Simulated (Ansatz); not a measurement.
```
atom   x (Å)   y (Å)    z (Å)
   N  0.0000  0.0000  -0.6580
   O  0.0000  0.0000   0.5758
```

Basis set: def2-TZVP (spherical functions). Correlated methods keep 2 orbitals frozen. Charge 0, multiplicity 2.

Computed with Ansatz (development build ahead of 0.2.0); each method stands on the lowest determinant of its kind that the runs found.

The atomization energy at this shape (free ground-state atoms in the same class of orbitals less the molecule, no zero-point energy) of doublet NO:

```tsv
method	atomization energy
UHF	179.4 kJ/mol
```

Task: What does UHF-MP2 give?

Result: 506.6 kJ/mol. Caution: the shape is not the minimum; the unrestricted determinant is spin contaminated.
